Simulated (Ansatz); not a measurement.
Geometry optimisation, DFT PBE-D3(BJ), scalar-relativistic, plane waves, PAW (Ansatz 0.2.0).

input.yaml

```yaml
crystal:
  lattice:
    - [7.683475, 0.0, 0.0]
    - [0.0, 7.683475, 0.0]
    - [0.0, 0.0, 7.683475]
  atoms:
    - { symbol: C, position: [0.0050262, 0.7520556, 0.5552637] }
    - { symbol: H, position: [0.083813, 0.6745415, 0.4663992] }
    - { symbol: H, position: [-0.0865534, 0.6676686, 0.6231215] }
    - { symbol: H, position: [-0.0664904, 0.850055, 0.4818186] }
    - { symbol: H, position: [0.0893358, 0.8159574, 0.6497156] }
    - { symbol: C, position: [0.9327444, 0.4142406, 0.3632597] }
    - { symbol: H, position: [0.9384957, 0.3269859, 0.2516074] }
    - { symbol: H, position: [1.063633, 0.4351851, 0.4136797] }
    - { symbol: H, position: [0.8518395, 0.3563838, 0.4643521] }
    - { symbol: H, position: [0.8770093, 0.5384076, 0.3233995] }
    - { symbol: C, position: [0.1997594, 0.77016, 0.0822003] }
    - { symbol: H, position: [0.2519802, 0.8516435, 0.1858637] }
    - { symbol: H, position: [0.0645241, 0.8053474, 0.057994] }
    - { symbol: H, position: [0.2069475, 0.6339363, 0.1209833] }
    - { symbol: H, position: [0.2755857, 0.7897129, -0.0360399] }
    - { symbol: C, position: [0.5878071, 0.2496749, 0.3530478] }
    - { symbol: H, position: [0.6335261, 0.3817869, 0.376899] }
    - { symbol: H, position: [0.624882, 0.1664737, 0.4617478] }
    - { symbol: H, position: [0.6462218, 0.200272, 0.2336336] }
    - { symbol: H, position: [0.4465985, 0.250167, 0.3399108] }
    - { symbol: C, position: [0.1471634, 0.1223041, 0.4062688] }
    - { symbol: H, position: [0.1622597, 0.1626985, 0.2711648] }
    - { symbol: H, position: [0.2594474, 0.1655111, 0.4813563] }
    - { symbol: H, position: [0.1376416, -0.019055, 0.412563] }
    - { symbol: H, position: [0.0293048, 0.1800619, 0.459991] }
    - { symbol: C, position: [0.2046898, 0.476532, 0.8161875] }
    - { symbol: H, position: [0.2560045, 0.5498416, 0.9262111] }
    - { symbol: H, position: [0.0645631, 0.4606523, 0.8311884] }
    - { symbol: H, position: [0.2664803, 0.3489703, 0.8114294] }
    - { symbol: H, position: [0.2317114, 0.5466639, 0.6959209] }
    - { symbol: C, position: [0.7647374, 0.6245098, 0.0555458] }
    - { symbol: H, position: [0.7676092, 0.4919685, 0.0051747] }
    - { symbol: H, position: [0.6779083, 0.6306603, 0.1675082] }
    - { symbol: H, position: [0.7179889, 0.7124497, -0.0454187] }
    - { symbol: H, position: [0.895443, 0.6629606, 0.0949191] }
    - { symbol: C, position: [0.5699289, 0.8737623, 0.6261293] }
    - { symbol: H, position: [0.6191366, 0.8802833, 0.4932807] }
    - { symbol: H, position: [0.6773034, 0.8479169, 0.7150979] }
    - { symbol: H, position: [0.4742135, 0.7695832, 0.6360273] }
    - { symbol: H, position: [0.5090619, 0.9972658, 0.6601114] }
basis:
  ecutwfc: 420.0
kpoints:
  mp_grid: { grid: [1, 1, 1] }
hamiltonian:
  xc: pbe
  dispersion: d3bj
scf:
  occupations: { method: fermi_dirac, width: 0.05 }
  lower_state_search: "off"
relax:
  f_tol: 0.3
  max_steps: 15
  adjacent_minimum: "off"
```

Launched with:

```bash
$ ansatz run input.yaml --threads 1 --pin off --max-ram 3072MiB --backend cpu --events-out ev --progress --plain --runs-dir out
```

Problem. Where does it end, and by what steps?

Solution. The forces met the threshold. The threshold is loose, so the end isn't yet a minimum. The force dipped under the threshold on the way, but the program's further checks kept it going. Limits of this set-up: coarse k mesh. After 8 steps the energy has fallen by 1.605 eV; H2 moved furthest, 1.30 Å.

```tsv
step	energy less start (eV)	largest force component (eV/Å)	accepted
0	0.0000	0.545	yes
1	-0.6301	0.198	yes
2	-0.9276	0.379	yes
3	-1.1608	0.274	yes
4	-1.3169	0.330	yes
5	-1.4154	0.463	yes
6	-1.4969	0.358	yes
7	-1.5721	0.226	yes
8	-1.6054	0.169	yes
```

```xyz
40
Lattice="7.6835 0.0000 0.0000 0.0000 7.6835 0.0000 0.0000 0.0000 7.6835" Properties=species:S:1:pos:R:3
C -0.118 5.698 5.157
H 0.892 5.406 4.837
H -0.648 4.819 5.536
H -0.667 6.108 4.302
H -0.046 6.459 5.949
C 7.618 3.742 2.418
H 7.519 3.159 1.494
H 8.676 3.818 2.697
H 7.069 3.240 3.225
H 7.208 4.743 2.262
C 1.947 6.373 0.509
H 2.750 6.914 1.020
H 1.029 6.962 0.559
H 1.782 5.409 1.001
H 2.223 6.208 -0.538
C 4.403 1.905 2.099
H 4.425 2.977 2.328
H 4.501 1.338 3.031
H 5.240 1.661 1.431
H 3.454 1.649 1.611
C 1.075 0.696 3.342
H 0.979 0.987 2.292
H 1.714 1.416 3.856
H 1.519 -0.297 3.405
H 0.088 0.687 3.812
C 2.023 2.794 6.535
H 2.643 3.221 7.329
H 0.970 3.049 6.714
H 2.141 1.704 6.520
H 2.332 3.211 5.569
C 5.261 4.843 0.178
H 5.385 3.781 -0.064
H 4.754 4.936 1.141
H 4.664 5.328 -0.595
H 6.244 5.316 0.231
C 4.007 6.859 4.795
H 4.207 6.903 3.719
H 4.933 7.029 5.347
H 3.606 5.871 5.045
H 3.273 7.626 5.060
```

Time of the run: 20 s on 1 thread of Arm Neoverse V2, with other jobs on the host, peak memory 0.41 GiB.
